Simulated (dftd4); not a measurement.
I4Ta, doublet, at a GFN2-xTB geometry (such geometries of metal compounds can be far from the true shape) (the multiplicity is a formal guess); dftd4 4.2.0 with D4 for b3lyp.

dftd4 was given this input:
```
$ dftd4 mol.xyz --func b3lyp --charge 0 --json dftd4.json --noedisp

# file mol.xyz
5

Ta     0.00000000     0.00000000    -0.00000000
I      2.14803797    -0.62112321    -1.53592236
I      0.80329252     0.39491315     2.56079741
I     -1.16152379     2.26305335    -0.94253416
I     -1.78980670    -2.03684329    -0.08234089
```

It wrote (shortened):

```
                    ____  _____ _____     ____  _  _
      -------------|  _ \|  ___|_   _|---|  _ \| || |------------
     |             | | | | |_    | | ___ | | | | || |_           |
     |             | |_| |  _|   | ||___|| |_| |__   _|          |
     |             |____/|_|     |_|     |____/   |_|            |
     |             ===================================           |
     |            E. Caldeweyher, S. Ehlert & S. Grimme          |
     |          Mulliken Center for Theoretical Chemistry        |
     |                    University of Bonn                     |
      -----------------------------------------------------------

Rational (Becke-Johnson) damping: b3lyp-D4-ATM
---------------------
  s6         1.0000
  s8         2.0293
  s9         1.0000
  a1         0.4087
  a2         4.5381
 alp        16.0000
--------------------

Dispersion energy:      -1.9936632249896E-02 Eh

[Info] JSON dump of results written to 'dftd4.json'
```
